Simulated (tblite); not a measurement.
Problem. Write Cartesian coordinates for `[O+]=C1C[C@@H]2CC[C@@]1(F)C2` [radical] as optimised with GFN2-xTB. (Charge +1 and doublet state.)

Solution. 
```
atom  x, y, z in Å
O1    -1.4923   -1.8242   -1.3594
C2    -1.0219   -1.0731   -0.5988
C3    -1.5383   -0.0158    0.3211
C4    -0.2900    0.6292    0.9212
C5     0.4328    1.3926   -0.2030
C6     0.9229    0.2775   -1.1291
C7     0.5919   -0.9854   -0.3501
F8     1.1957   -2.1044   -0.7284
C9     0.6092   -0.5951    1.1205
H10   -2.1978    0.6674   -0.2209
H11   -2.1385   -0.5294    1.0808
H12   -0.4839    1.2286    1.8073
H13    1.2767    1.9469    0.2127
H14   -0.2105    2.1127   -0.7059
H15    0.4978    0.3071   -2.1352
H16    2.0108    0.2919   -1.2717
H17    1.6281   -0.3673    1.4412
H18    0.1986   -1.3528    1.7862
```

Orientation and origin are arbitrary. Atoms count from 1 in this order. The 5-membered ring C2–C3–C4–C9–C7 has internal angles of 94.2° to 105.0° (sum 502°, against 540° for a flat polygon); it is puckered, 0.27 Å rms from its mean plane, widest ring torsion 59°. The C–C distances run from 1.494 Å (C2–C3, drawn single) to 1.635 Å (C2–C7, drawn single), a spread of 0.141 Å. C2 (carbon bonded to 2 C and O) is planar (angles 135.8°, 122.1° and 102.1°, sum 360.0°, 0.01 Å off the plane of its three neighbours). Of the pairs four or more bonds apart, H10···H14 is among the closest relative to their van der Waals radii: 2.50 Å, 104 % of the sum of Bondi's values.

Bonds between heavy atoms (Å): O1=C2 1.168, C2–C3 1.494, C3–C4 1.528, C4–C5 1.539, C5–C6 1.530, C6–C7 1.520, C7–F8 1.327, C7–C9 1.522, C2–C7 1.635, C4–C9 1.532.

The geometry is computed with GFN2-xTB (gas phase). This method treats the open shell by occupation alone, without spin polarisation.

Point group: C1 (no symmetry element, even within 0.4 Å). Its GFN2-xTB frequencies are all real (lowest 115 cm⁻¹).
